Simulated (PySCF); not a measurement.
## Spinor energies of Al (aluminium, neutral)

Start: [Ne] 3s1 3p2; 3s1/2 filled at m_j = +1/2; 3p3/2 filled at m_j = +1/2, +3/2. Calculated with PySCF 2.14 in x2c-TZVPall-2c (5s6p2d1f, 40 functions): generalised Hartree-Fock with the X2C-1e Hamiltonian and a Gaussian nucleus; one run each with spin-orbit coupling (SO) switched off, then screened by Boettger's factors. This is a chosen level, not necessarily the ground level.

| spinor shell | electrons | ε, spin-free (eV) | ε, screened SO (eV) | weight of nominal j (screened SO) | rms radius, screened SO (bohr) |
| --- | --- | --- | --- | --- | --- |
| 1s1/2 | 2 | -1596.1 | -1596.1 | 1.000 | 0.139 |
| 2s1/2 | 2 | -135.02 | -135.03 | 1.000 | 0.676 |
| 2p1/2 | 2 | -88.634 | -89.050 | 0.783 | 0.673 |
| 3s1/2 | 1 | -14.208 | -14.210 | 0.999 | 2.73 |
| 3p3/2 | 2 | -7.085 | -7.083 | 0.832 | 3.46 |

Question: Where does 2p3/2 lie, and what is the 2p spin-orbit splitting (screened SO)?

Answer: At -88.435 eV, 0.615 eV above 2p1/2.

```csv
quantity,spin-free,screened SO
E (hartree),-242.21902,-242.21896
M_J,5/2,5/2
⟨J²⟩,8.756,8.756
⟨L²⟩,2.006,2.006
⟨S²⟩,3.750,3.750
```

Each row is a mean over spinors that exchange with the open shell spreads, by up to 0.885 eV (2p3/2).

Rows whose weight is well below 1 are mixtures of j = l ± 1/2: exchange outweighs spin-orbit coupling there, and the label is only the starting occupation.

Without spin-orbit coupling the j labels of p, d and f shells carry no meaning; the spin-free column gives the mean over the occupied spinors of each nl shell.
